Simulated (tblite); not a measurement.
Parent: `[CH3:1][PH:2][CH2:3][CH2:4][C:5]([F:6])([F:7])[F:8]` with C1–P2–C3–C4 -171°, P2–C3–C4–C5 -178°, C4H8F3P.

Structures optimised with GFN2-xTB, isolated species. One conformer each, not checked by frequencies here.

| coordinate of the parent | value |
| --- | --- |
| C1–P2 | 1.849 Å |
| P2–C3 | 1.871 Å |
| C3–C4 | 1.526 Å |
| C4–C5 | 1.515 Å |
| C5–F6 | 1.342 Å |
| C5–F7 | 1.343 Å |
| C5–F8 | 1.342 Å |
| C1–P2–C3 | 97.4° |
| P2–C3–C4 | 110.9° |
| C3–C4–C5 | 110.9° |
| C4–C5–F6 | 112.6° |
| C4–C5–F7 | 112.4° |
| C4–C5–F8 | 112.2° |
| F6–C5–F7 | 106.4° |
| F6–C5–F8 | 106.4° |
| F7–C5–F8 | 106.4° |

Question: How does the shared frame change in `[CH3:1][C:2](=[O:3])[P:4]([CH3:5])[CH2:6][CH2:7][C:8]([F:9])([F:10])[F:11]` with C1–C2–P4–C5 -75°, C2–P4–C6–C7 -76°, P4–C6–C7–C8 -172°, C6H10F3OP? Atoms pair as C1 = C5, P2 = P4, C3 = C6, C4 = C7, C5 = C8, F6 = F10, F7 = F9, F8 = F11 (parent first).

Answer: 
| parent | relative | value in the relative | change |
| --- | --- | --- | --- |
| C1–P2 | C5–P4 | 1.855 Å | +0.006 |
| P2–C3 | P4–C6 | 1.863 Å | -0.008 |
| C3–C4 | C6–C7 | 1.526 Å | 0.000 |
| C4–C5 | C7–C8 | 1.514 Å | -0.001 |
| C5–F6 | C8–F10 | 1.345 Å | +0.003 |
| C5–F7 | C8–F9 | 1.341 Å | -0.002 |
| C5–F8 | C8–F11 | 1.342 Å | 0.000 |
| C1–P2–C3 | C5–P4–C6 | 97.2° | -0.2 |
| P2–C3–C4 | P4–C6–C7 | 111.3° | +0.4 |
| C3–C4–C5 | C6–C7–C8 | 110.7° | -0.2 |
| C4–C5–F6 | C7–C8–F10 | 112.3° | -0.3 |
| C4–C5–F7 | C7–C8–F9 | 112.8° | +0.4 |
| C4–C5–F8 | C7–C8–F11 | 112.3° | +0.1 |
| F6–C5–F7 | F10–C8–F9 | 106.1° | -0.3 |
| F6–C5–F8 | F10–C8–F11 | 106.2° | -0.2 |
| F7–C5–F8 | F9–C8–F11 | 106.5° | +0.1 |

Of the parent's bonds, P2–C3 changes most (-0.008 Å). Bonds of the relative outside the shared frame: C1–C2 1.498, C2=O3 1.204, C2–P4 1.872 Å. Point group C1 → C1.

All values are computed, not measured.
